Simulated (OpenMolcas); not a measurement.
# V II: CASPT2 settings compared

```yaml
Program: OpenMolcas
Basis: ANO-RCC-VTZP [6s5p3d2f1g]
Scalar_Hamiltonian: DKH3, point nucleus
Active_space: 4 electrons in 6 orbitals (3d 4s)
State_averaging: 2S+1 = 5 even, 15 roots; 2S+1 = 3 even, 68 roots kept (CI in the orbitals of an earlier block, 33 in the spin-orbit step); 2S+1 = 1 even, 28 roots kept (CI in the orbitals of an earlier block, 9 in the spin-orbit step)
Spin-orbit_coupling: state interaction with AMFI integrals over the reference wave functions, term energies averaged over their components
```

Methods on the same reference wave functions:
A. CASSCF
B. SS-CASPT2, IPEA 0.3 Eh, real shift 0.1 Eh (closed shells correlated: 2s 2p 3s 3p)
C. SS-CASPT2, IPEA 0.5 Eh, imaginary shift 0.2 Eh (closed shells correlated: 2s 2p 3s 3p)
D. SS-CASPT2, IPEA 0.3 Eh, no level shift (closed shells correlated: 2s 2p 3s 3p)
E. MS-CASPT2, IPEA 0.5 Eh, imaginary shift 0.2 Eh (closed shells correlated: 2s 2p 3s 3p)
F. MS-CASPT2, IPEA 0.3 Eh, no level shift (closed shells correlated: 2s 2p 3s 3p)

Energies in eV above 3d4 5D0, the measured ground level; measured values from NIST Handbook of Basic Atomic Spectroscopic Data.

```
     Level        A       B       C       D       E       F  Measured
3d3 4s 5F1  -0.7068  0.0926  0.0938  0.1083  0.0939  0.1084    0.3230
3d3 4s 5F2  -0.6968  0.1025  0.1038  0.1183  0.1038  0.1183    0.3332
3d3 4s 5F3  -0.6818  0.1175  0.1188  0.1332  0.1188  0.1333    0.3482
3d3 4s 5F4  -0.6618  0.1374  0.1387  0.1532  0.1387  0.1532    0.3680
3d3 4s 5F5  -0.6368  0.1624  0.1637  0.1781  0.1637  0.1782    0.3921
   3d4 5D0   0.0000  0.0000  0.0000  0.0000  0.0000  0.0000    0.0000
   3d4 5D1   0.0051  0.0051  0.0051  0.0051  0.0051  0.0051    0.0045
   3d4 5D2   0.0153  0.0153  0.0153  0.0153  0.0153  0.0153    0.0132
   3d4 5D3   0.0306  0.0305  0.0305  0.0305  0.0305  0.0306    0.0259
   3d4 5D4   0.0507  0.0506  0.0506  0.0506  0.0507  0.0507    0.0421
3d3 4s 3F2   0.4081   0.732   0.762   0.738   0.762   0.738    1.0713
3d3 4s 3F3   0.4330   0.757   0.787   0.763   0.787   0.763    1.0963
3d3 4s 3F4   0.4658   0.789   0.820   0.796   0.820   0.796    1.1280
3d3 4s 5P1   0.9997   1.551   1.582   1.569   1.583   1.569          
3d3 4s 5P2   1.0089   1.559   1.591   1.577   1.592   1.578          
3d3 4s 5P3   1.0258   1.578   1.609   1.596   1.609   1.596          
3d3 4s 3G3   1.2681   1.721   1.773   1.736   1.773   1.736          
3d3 4s 3G4   1.2794   1.732   1.784   1.747   1.784   1.747          
3d3 4s 3G5   1.2947   1.748   1.800   1.762   1.800   1.762
```

A puts 3d3 4s 5F1 lowest.

Deviations, from unrounded energies. A percentage is the sum of absolute deviations over the sum of measured energies, with the sign that they share, or ± where signs differ.

```csv
Against measurement,Levels,A,B,C,D,E,F
mean absolute deviation (cm-1),12,4800,1500,1400,1400,1400,1400
fine structure of the ground term (%),4,+18.7,+18.7,+18.6,+18.6,+18.7,+18.8
other configurations (%),8,-141.0,-42.9,-40.9,-40.9,-40.9,-40.9
```

B, C, D, E, F lie about equally close to measurement and A furthest from it. The largest miss of E in the table is 3d3 4s 3F3, by -2500 cm-1. The ranking rests on the paired levels alone, and a cruder setting can come out closer through cancelling errors.

Among B to F the level of the table that moves most is 3d3 4s 3G4, by 420 cm-1 (lowest in B, highest in E). Moves below CASPT2's spread within the term are not significant.

The mean deviations of B to F differ by less than CASPT2's widest spread within a term (2000 cm-1), so their order carries little weight.

The lowest spin-free term lies below A's lowest term by 0.403 hartree in B, 0.396 hartree in C, 0.404 hartree in D, 0.396 hartree in E, 0.404 hartree in F.

CASPT2 breaks the degeneracy within a term, and the mean is taken; among the terms shown or strongly mixed into the levels shown the widest spread is 2000 cm-1 (3d3 4s 3F, F). Some high roots are left out of the spin-orbit mixing, which shifts the levels that they would mix with. Terms from blocks run as CI alone lack orbitals of their own. A single d shell beside an s shell can misplace configurations of different d count against each other. Without dynamic correlation excited terms often stand tens of per cent too high (terms of higher spin than the ground term too low), and those without a measured partner can miss by more than the paired ones (holds for A). The lowest computed level is not the ground level that NIST lists (5D0) (holds for A). The CASPT2 spread within a term exceeds the gap to the next term for 3d4 5D and 3d3 4s 5F, so the order of their levels is uncertain, and so are names and mixing where such terms share a J (holds for B; C; D; E; F). Measured partners are found by configuration, term and J. A level has none where our copy of the source lacks it or the pairing is in doubt (some pairs that miss far off the trend of their configuration count as doubtful), and it then counts in no deviation. Only configurations of the active space appear. The table leaves out levels that lie high or whose names do not pair safely across all columns.
